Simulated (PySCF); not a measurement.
## Cl⁺: ionisation energy

Cl⁺ [Ne] 3s2 3p4 (3P) → Cl²⁺ [Ne] 3s2 3p3 (4S), as a difference of total energies. All numbers are calculated (PySCF 2.14, the spin-free X2C one-electron Hamiltonian (Gaussian nucleus), in Sapporo-DZP-2012 (5s4p2d, 27 functions)). Correlated levels: valence: [Ne] frozen. The calculations carry no spin-orbit coupling.

| method | ionisation energy (eV) |
| --- | --- |
| UHF | 22.548 |
| MN15 | 23.927 |
| LDA | 23.965 |
| MP2 (valence) | 23.035 |
| SCS-MP2 (valence) | 23.049 |
| CCSD (valence) | 23.057 |
| CCSD(T) (valence) | 23.069 |

Errors of the correlated levels include the incompleteness of this basis and the frozen core.

Which method comes closest to the reference value, and which is furthest?

The reference is 23.771 eV (measured; NIST levels, between the centres of gravity of the two terms). Closest: MN15 (error 0.156 eV); furthest: UHF (error -1.223 eV).
